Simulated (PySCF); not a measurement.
# Two-component Hartree-Fock for Ce²¹⁺ (cerium, charge +21)

Start: [Kr] 4d1; 4d5/2 filled at m_j = +5/2. Calculated with PySCF 2.14 in an even-tempered Gaussian basis (18 s from 1.4 bohr⁻², ratio 2.8; 14 p from 1.8 bohr⁻², ratio 2.8; 9 d from 1.8 bohr⁻², ratio 2.8; 4 f from 6.4 bohr⁻², ratio 3): generalised Hartree-Fock with the X2C-1e Hamiltonian and a Gaussian nucleus; one run each with spin-orbit coupling (SO) screened by Boettger's factors, then bare. This is a chosen level, not necessarily the ground level.

```json
{"spinor shell": "1s1/2", "electrons": "2", "ε, screened SO (eV)": "-41223.7", "ε, bare SO (eV)": "-41223.3", "weight of nominal j (bare SO)": "1.000", "rms radius, bare SO (bohr)": "0.0280"}
{"spinor shell": "2s1/2", "electrons": "2", "ε, screened SO (eV)": "-7198.7", "ε, bare SO (eV)": "-7198.6", "weight of nominal j (bare SO)": "1.000", "rms radius, bare SO (bohr)": "0.114"}
{"spinor shell": "2p1/2", "electrons": "2", "ε, screened SO (eV)": "-6816.1", "ε, bare SO (eV)": "-6828.5", "weight of nominal j (bare SO)": "1.000", "rms radius, bare SO (bohr)": "0.0977"}
{"spinor shell": "2p3/2", "electrons": "4", "ε, screened SO (eV)": "-6365.8", "ε, bare SO (eV)": "-6361.0", "weight of nominal j (bare SO)": "1.000", "rms radius, bare SO (bohr)": "0.104"}
{"spinor shell": "3s1/2", "electrons": "2", "ε, screened SO (eV)": "-2026.7", "ε, bare SO (eV)": "-2026.7", "weight of nominal j (bare SO)": "1.000", "rms radius, bare SO (bohr)": "0.295"}
{"spinor shell": "3p1/2", "electrons": "2", "ε, screened SO (eV)": "-1865.0", "ε, bare SO (eV)": "-1867.5", "weight of nominal j (bare SO)": "1.000", "rms radius, bare SO (bohr)": "0.286"}
{"spinor shell": "3p3/2", "electrons": "4", "ε, screened SO (eV)": "-1772.7", "ε, bare SO (eV)": "-1771.7", "weight of nominal j (bare SO)": "1.000", "rms radius, bare SO (bohr)": "0.298"}
{"spinor shell": "3d3/2", "electrons": "4", "ε, screened SO (eV)": "-1492.8", "ε, bare SO (eV)": "-1495.3", "weight of nominal j (bare SO)": "0.999", "rms radius, bare SO (bohr)": "0.269"}
{"spinor shell": "3d5/2", "electrons": "6", "ε, screened SO (eV)": "-1473.8", "ε, bare SO (eV)": "-1472.2", "weight of nominal j (bare SO)": "1.000", "rms radius, bare SO (bohr)": "0.273"}
{"spinor shell": "4s1/2", "electrons": "2", "ε, screened SO (eV)": "-807.12", "ε, bare SO (eV)": "-807.12", "weight of nominal j (bare SO)": "1.000", "rms radius, bare SO (bohr)": "0.631"}
{"spinor shell": "4p1/2", "electrons": "2", "ε, screened SO (eV)": "-735.88", "ε, bare SO (eV)": "-736.55", "weight of nominal j (bare SO)": "0.996", "rms radius, bare SO (bohr)": "0.644"}
{"spinor shell": "4p3/2", "electrons": "4", "ε, screened SO (eV)": "-713.22", "ε, bare SO (eV)": "-712.97", "weight of nominal j (bare SO)": "0.998", "rms radius, bare SO (bohr)": "0.667"}
{"spinor shell": "4d5/2", "electrons": "1", "ε, screened SO (eV)": "-609.22", "ε, bare SO (eV)": "-608.82", "weight of nominal j (bare SO)": "1.000", "rms radius, bare SO (bohr)": "0.685"}
```

```tsv
quantity	screened SO	bare SO
E (hartree)	-8673.10824	-8673.40517
M_J	5/2	5/2
⟨J²⟩	8.753	8.753
⟨L²⟩	6.030	6.032
⟨S²⟩	0.778	0.780
```

Each row is a mean over spinors that exchange with the open shell spreads, by up to 10.478 eV (4p3/2).

Breit and QED terms are absent; they matter most for the inner s and p1/2 levels.

Densities and radii are taken from the X2C orbitals without a picture-change correction, which distorts them close to the nucleus.
